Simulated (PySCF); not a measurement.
HgI, neutral, multiplicity 2. Atoms are numbered in the order given.

```xyz
2

Hg     0.0000     0.0000    -1.0985
I      0.0000     0.0000     1.6581
```
Charge 0, spin multiplicity 2.

Coordinates come from a PBE0-D3(BJ)/def2-TZVP optimisation. The spin state was assumed, not searched. The def2 effective core potentials stand for the cores of Hg, I; spin–orbit coupling is left out.

These are B3LYP/def2-TZVPD run with PySCF values and carry that method's errors.

Mulliken values depend strongly on the basis, most of all with diffuse functions as here. ESP charges are fitted to the potential on shells at 1.4 to 2.0 van der Waals radii. Atomic charges (e):

```csv
atom,Mulliken,ESP fit,Mulliken spin
Hg1,0.23,0.21,0.50
I2,-0.23,-0.21,0.50
```
